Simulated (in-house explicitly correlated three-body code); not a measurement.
The numbers below are computed, except where a source is named.
**Taking the two-electron ground state apart, Z = 1.275**

A variational code in 260 exponentially correlated functions gives, for two electrons around a point charge Z = 1.275 (non-relativistic, fixed nucleus, atomic units): E = -0.9811087, <1/r> = 0.963217 per electron, <1/r12> = 0.493987. From its density, U = 1.132201 (Hartree energy) and T_s = 0.949504 (kinetic energy of the doubly filled orbital √(n/2)). Further, <r²> = 4.29654 per electron, <r12²> = 9.18964 and <p1·p2> = 0.0675039.

Check the virial theorem, and compare with the screened hydrogenic estimate.

V = −2Z<1/r> + <1/r12> = -2.456203 + 0.493987 = -1.962216, and 2E = -1.962217, so T = −E = 0.981109. A product of 1s orbitals with exponent Z − 5/16 = 0.9625 gives −0.9625² = -0.92641, which is 54.7 millihartree too high.

Find the exchange and correlation energies of density-functional theory.

For two electrons in one orbital E_x = −U/2 = -0.566101. The potential part of correlation is U_c = <1/r12> − U − E_x = -0.072113, the kinetic part T_c = T − T_s = 0.031605, and E_c = T_c + U_c = -0.040509 hartree. Restricted Hartree-Fock gives -0.941026, so the correlation energy of wave-function theory is -0.040083.

What do the second moments say about angular correlation and diamagnetism?

From r12² = r1² + r2² − 2 r1·r2, <r1·r2> = <r²> − <r12²>/2 = -0.29827 bohr². It vanishes for a product of s orbitals, and its negative sign shows that the electrons favour opposite sides of the nucleus. The Langevin susceptibility is −0.79199e-6 × 2<r²> = -6.806e-6 cm³/mol.

How does a model nuclear mass of 2.5 u change the ionisation energy, to first order in m/M (1 hartree = 27.211386 eV)?

m/M = 1/(2.5 × 1822.8885) = 2.19432e-04. With a fixed nucleus the second electron is bound by −Z²/2 − E = 0.168296 hartree = 4.5796 eV. The reduced mass scales this by 1 − m/M, a change of -1.005 meV. The mass-polarisation term raises the two-electron state by (m/M)<p1·p2> = 14.81 microhartree, a further -0.403 meV. The sum is 4.5782 eV, before relativistic and QED terms.
